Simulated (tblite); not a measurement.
Compound: C4H9FS3Si.
Geometry (GFN2-xTB, Å), atoms numbered from 1 in this order:
```
atom  x, y, z in Å
C1     3.0794    0.4349    0.6078
S2     2.0260   -0.4611   -0.5721
C3     0.3993   -0.2623    0.2412
Si4   -0.6874   -1.7575   -0.2445
S5    -2.5609   -1.4677    0.7734
C6    -2.8637    0.2876    0.3738
S7    -1.6321    1.4695    0.9812
C8    -0.2361    1.0551   -0.1400
F9    -0.6973    1.0153   -1.4277
H10    3.0409   -0.0575    1.5758
H11    2.7568    1.4693    0.6879
H12    4.0874    0.3923    0.2083
H13    0.5873   -0.2539    1.3163
H14   -0.1248   -2.9555    0.3491
H15   -0.8899   -1.7684   -1.6862
H16   -2.9516    0.4040   -0.7036
H17   -3.7960    0.5583    0.8623
H18    0.4540    1.9039   -0.0729
```

Calculated harmonic vibrations of the isolated species, GFN2-xTB (tblite), most abundant isotopes, no scaling. This tight-binding method is rough: wavenumbers can miss measured ones by several per cent, in bad cases by 10 to 20. Modes of hydrogen on silicon can be 10 to 20 % off. One conformer, not necessarily the lowest.

Harmonic wavenumbers (cm⁻¹): 50.0, 65.6, 85.0, 132.2, 152.5, 169.6, 185.4, 204.5, 239.0, 268.0, 304.1, 391.4, 459.5, 500.7, 554.1, 595.0, 651.7, 673.3, 697.4, 706.5, 709.7, 724.2, 731.5, 799.1, 818.1, 940.1, 942.7, 946.8, 1073.0, 1092.3, 1115.2, 1173.7, 1188.2, 1196.8, 1272.9, 1317.7, 1387.1, 1445.2, 1449.9, 2337.0, 2387.4, 2930.3, 2952.7, 2996.0, 3020.1, 3024.9, 3030.6, 3061.5.

A = 1332, B = 637.3, C = 516.3 MHz; mass 199.962 u (most abundant isotopes); point group C1, symmetry number 1.

Zero-point energy?

Half the sum of the wavenumbers: 26575 cm⁻¹ = 75.98 kcal/mol.

Give the ideal-gas entropy at 273.15 K and 1 bar in the rigid-rotor, harmonic-oscillator model (classical rotation).

Translation 41.37, rotation 30.71, vibration 33.66: S = 105.7 cal/(mol K).

And Cp and H(273.15 K) − H(0)?

Cp = 42.50 cal/(mol K), of which vibrations give 34.55 (their classical limit is 48 R = 95.4); H(273.15 K) − H(0) = 7.07 kcal/mol without the zero-point energy, 4.90 from vibrations.

Which modes carry the vibrational entropy at 273.15 K?

50.0 cm⁻¹: 4.64; 65.6 cm⁻¹: 4.11; 85.0 cm⁻¹: 3.60; 132.2 cm⁻¹: 2.75; 152.5 cm⁻¹: 2.48; 169.6 cm⁻¹: 2.28 cal/(mol K); the other 42 give 13.81 together.

Blend soft modes into free rotors: weight 1/[1 + (100 cm⁻¹/ν̃)⁴] for the oscillator and the rest for a rotor with moment μB/(μ + B), μ = h/(8π²ν), B = 10⁻⁴⁴ kg m². What vibrational entropy results?

31.27 cal/(mol K) in place of 33.66, which changes −T·S at 273.15 K by +0.65 kcal/mol.

Hindered rotation and anharmonicity are outside this model. Other conformers, if any are populated, would add a mixing term that is left out. The structure is chiral; the term R ln 2 for an equal mix with its mirror image is left out.

Hardware: an Arm Neoverse N1 with one thread, no GPU, shared host. Cost: 1.8 s of wall time. The figure is for the frequency step alone.
